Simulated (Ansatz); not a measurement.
Mulliken charges of CH3Cl2Ga, SMILES `[CH3][Ga]([Cl])[Cl]` from B3LYP/def2-TZVPP in Ansatz (PBE0-D4/def2-TZVP geometry).

```tsv
atom	x (Å)	y (Å)	z (Å)	charge (e)
C1	-0.210	0.979	-0.119	-0.369
Ga2	0.180	-0.911	0.106	0.551
Cl3	1.853	-1.618	1.235	-0.264
Cl4	-1.006	-2.471	-0.747	-0.262
H5	-1.160	1.113	-0.634	0.120
H6	-0.246	1.463	0.858	0.113
H7	0.588	1.444	-0.700	0.111
```

Question: By hand: the dipole of these point charges (1 e Å = 4.8032 D).

Answer: Σ q r = (-0.151, 0.671, -0.085) e Å, of length 0.693 e Å = 3.33 D.

Question: How does the dipole of the full density compare? (An estimate is asked.)

Answer: Computed: (-0.118, 0.560, -0.068) e Å, 2.77 D; the point charges give 1.20 times that, at 1° from its direction.

Point charges leave out the atoms' own dipoles, such as those of lone pairs, and Mulliken's split depends on the basis, so the two needn't agree.

B3LYP here is the variant with VWN-RPA as its local correlation; programs differ in this.
